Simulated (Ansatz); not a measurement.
Ideal-gas functions of `[SH][SnH2][SH]` at 500 K and 1 bar, from an Ansatz frequency run at PBE0-D4/def2-TZVP.

Molar mass 186.88 g/mol, point group C1 (symmetry number 1), electronic degeneracy 1, moments of inertia 88.922, 269.418, 343.424 u Å². Harmonic wavenumbers (cm⁻¹, unscaled): 19, 105, 151, 348, 353, 359, 509, 618, 678, 723, 726, 1947, 1983, 2714, 2715.

Use S(trans) = R[1.5 ln M + 2.5 ln T − 1.1517]; rotational temperatures θ = 24.2544 K / I; S(rot) = R[ln(√π/σ · √(T³/θAθBθC)) + 1.5]; for each mode x = 1.438777 ν̃/T, S = R[x/(eˣ − 1) − ln(1 − e⁻ˣ)] and H = RT x/(eˣ − 1); 1 cm⁻¹ = 0.0119627 kJ/mol; R = 8.31446 J/(mol·K).

Problem. By hand: the entropy, in J/(mol·K).

Solution. Translation 184.8. Rotation: θ = 0.2728, 0.09, 0.0706 K, giving 121.2. Vibration, mode by mode: 32.48, 18.30, 15.31, 8.64, 8.53, 8.40, 5.85, 4.54, 3.96, 3.58, 3.55, 0.20, 0.19, 0.03, 0.03, in all 113.6. Electronic 0.0. Sum 419.6 J/(mol·K).

Problem. By hand: H − E and G − E in kJ/mol, counted from the electronic energy.

Solution. Zero-point energy ½ × 13948 × 0.0119627 = 83.4; thermal vibration 25.4; translation, rotation and pV give 4 RT = 16.6. H − E = 125.4 kJ/mol, and G − E = 125.4 − 500 × 419.6/1000 = -84.4 kJ/mol.

Vibration gives 27 % of the entropy, 50.8 J/(mol·K) of it from the modes under 150 cm⁻¹: soft modes count most, and the harmonic formula is weakest for them. The sum counts one conformer and one mirror image; others add a mixing term.
